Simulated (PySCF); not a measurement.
**Trend along the fourth-period p block: MC molecules**

PBE0 with double-zeta basis sets in PySCF, for the lowest determinant that a PBE0 search found; no spin–orbit coupling. De refers to high-spin ground-configuration atoms. A positive dipole means M(−)C(+).

```csv
M,basis,state (unpaired electrons),Re (Å),ωe (cm⁻¹),De (eV),μ (D)
Ga,def2-SVP,"quartet (σ ↑, π ↑↑)",2.001,556,3.34,-1.88
Ge,aug-cc-pVDZ-PP/aug-cc-pVDZ,"triplet (σ ↑, π ↑)",1.804,805,3.73,-2.03
Se,def2-SVP,singlet (closed shell),1.672,1097,6.09,-2.12
Br,def2-SVP,doublet (π ↑),1.816,753,3.69,-1.64
```

The shortest bond is that of CSe (1.672 Å), the longest that of GaC (2.001 Å). CSe is bound most strongly (6.09 eV) and GaC least (3.34 eV).

The rows differ in basis set, which adds steps of its own.

The state changes along the series, so neighbouring rows are not always alike in their bonding.

Spin–orbit coupling is left out. States were picked by a PBE0 search and need not be the measured ground states.
